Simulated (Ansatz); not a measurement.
Input file for CH₅NSSi, SMILES `NC([SiH3])=S`:

```yaml
crystal:
  periodic: [false, false, false]
  atoms:
    - {symbol: N, position_ang: [-0.228881, 1.390578, -0.630580]}
    - {symbol: C, position_ang: [0.001400, 0.078450, -0.716868]}
    - {symbol: Si, position_ang: [0.167501, -0.949365, 0.863365]}
    - {symbol: S, position_ang: [0.157323, -0.739640, -2.132814]}
    - {symbol: H, position_ang: [-0.316913, 1.936017, -1.475916]}
    - {symbol: H, position_ang: [-0.318434, 1.855005, 0.257013]}
    - {symbol: H, position_ang: [1.515978, -1.558730, 0.889394]}
    - {symbol: H, position_ang: [-0.890214, -1.984492, 0.865560]}
    - {symbol: H, position_ang: [0.000838, -0.074222, 2.063748]}
basis:
  gaussian: {orbitals: def2-SVP}
correlation: {method: ccsd_t}
```

```sh
$ ansatz run in.yaml --threads 2 --pin off --events-out ev --progress --plain --max-ram 4352MiB
```

The program prints (abridged):

```
Functional definition: HF
871 factors; integrals over basis functions are off by at most 1.4e-3 eV
mean field evaluation 1: about -21260.7314 eV, gradient 2.4e1 eV
mean field evaluation 2: about -21260.7346 eV, gradient 2.4e1 eV
mean field evaluation 4: about -21262.7066 eV, gradient 3.6e0 eV
mean field evaluation 8: about -21262.7542 eV, gradient 5.8e-4 eV
mean field -21262.75419732 eV, -781.3918043391 hartree, gradient 1.4e-6 eV, S^2 0.000000; 0 other end points of the search recorded, 0 dependent functions left out
12 core orbitals not correlated: weight in the atoms' cores, before any rotation towards them, 1.000 or more for the frozen orbitals, at most 0.000 for the correlated occupied ones
reference -21262.75419732 eV, -781.3918043391 hartree; 12, 12 occupied and 65, 65 virtual orbitals, 871 factors
second order -14.40585002 eV of doubles, -0.00000000 eV of singles
cycle   1  -15.04904431 eV  change   -6.4e-1 eV  update   1.1e-1
cycle   2  -15.53071868 eV  change   -4.8e-1 eV  update   3.5e-2
cycle   3  -15.66121490 eV  change   -1.3e-1 eV  update   2.1e-2
cycle   4  -15.65318408 eV  change    8.0e-3 eV  update   6.5e-3
cycle   5  -15.65104556 eV  change    2.1e-3 eV  update   2.9e-3
cycle   6  -15.65100092 eV  change    4.5e-5 eV  update   8.9e-4
cycle   7  -15.65071306 eV  change    2.9e-4 eV  update   4.5e-4
cycle   8  -15.65086695 eV  change   -1.5e-4 eV  update   1.7e-4
cycle   9  -15.65091195 eV  change   -4.5e-5 eV  update   6.4e-5
cycle  10  -15.65089550 eV  change    1.6e-5 eV  update   2.1e-5
perturbative correction -0.56394141 eV, -0.0207244646 hartree
Total energy: -21278.96903423 eV, -781.9876886047 hartree
```

Hardware: 2 threads of an Arm Neoverse V1 on a shared host. Wall time 3.7 s, peak host memory 0.28 GiB.

Correlation energy per correlated electron: -0.676 eV. T1 diagnostic: 0.0181.
